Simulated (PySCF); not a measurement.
## Correlation energy of Pd (palladium, neutral)

[Kr] 4d9 5s1, 5s spin antiparallel (an excited configuration). Calculation: PySCF 2.14, in x2c-QZVPPall with one added diffuse shell each of s, p, d, f, g type (14s9p8d5f3g, 143 functions); scalar relativity by spin-free X2C-1e. Frozen: [Ar] 3d10; 18 electrons correlated.

MP2 pair energies summed by pair of shells (mhartree):

| pair | energy | share (%) |
| --- | --- | --- |
| 4d-4d | -299.82 | 45.4 |
| 4p-4d | -191.89 | 29.1 |
| 4p-4p | -56.02 | 8.5 |
| 4d-5s | -38.25 | 5.8 |
| 4s-4d | -36.15 | 5.5 |
| 4s-4p | -28.56 | 4.3 |
| 4s-4s | -4.80 | 0.7 |
| 4p-5s | -4.54 | 0.7 |
| 4s-5s | -0.40 | 0.1 |

Total MP2 correlation energy: -660.41 mhartree.

Same-spin part -212.03 and opposite-spin part -448.38 mhartree; SCS-MP2 scales them by 1/3 and 6/5 to -608.73 mhartree.

This basis was not built for core-valence correlation, so the inner-shell part is incomplete.
